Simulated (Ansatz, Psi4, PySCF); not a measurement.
C2H3N3, charge -1, doublet, geometry from GFN2-xTB (a state made from the parent by changing its charge; the spin is typed, not shown lowest) (in this run its highest filled SCF level lies above zero, so its values depend strongly on the basis, on diffuse functions most of all). Base run: WB97X/6-311G** (PySCF).

The PySCF input:
```python
from pyscf import gto, scf, dft

mol = gto.Mole()
mol.atom = '''
    C     1.10860021   -0.01508195   -0.12797439
    N     0.44625517    1.13489611   -0.13199815
    C    -0.83601278    0.76774927    0.12797594
    N    -0.93232351   -0.66726295    0.22383552
    N     0.40632925   -1.13732239    0.03728586
    H     2.18355403   -0.05782841   -0.26050758
    H    -1.68976664    1.35226865   -0.19430976
    H    -1.57113837   -1.12261954   -0.44905469
'''
mol.basis = '6-311g**'
mol.charge = -1
mol.spin = 1
mol.verbose = 4
mol.build()

mf = dft.UKS(mol)
mf.xc = 'wb97x'
mf.kernel()
```

The same geometry, method and basis name were run in Ansatz (a first-principles code) and Psi4 and PySCF, at each program's defaults and at the settings that a row names. The base is PySCF at its defaults. Differences at the defaults can come from grids, fitting, cores and function types together.

```csv
code and settings,ΔE vs base (µEh),basis functions,E (Eh),SCF cycles
"PySCF, defaults (exact integrals, its default grid, spherical functions)",0.0,108,-242.18279,16
"Psi4, defaults (density fitting with its default set, its default grid, spherical functions)",-236,108,-242.18302,11
"Ansatz, defaults (factorised integrals, its default grid, spherical functions)",1.0,108,-242.18279,-
"PySCF, density fitting with def2-universal-jkfit",-56.6,108,-242.18285,16
"PySCF, fine grid",0.2,108,-242.18279,16
"Psi4, exact integrals, spherical functions, fine grid",1.0,108,-242.18279,19
"Ansatz, high accuracy",1.3,108,-242.18279,-
```

Open shells are given as the SCF converged; they aren't shown to be the lowest states, and a large step between rows can be another state.
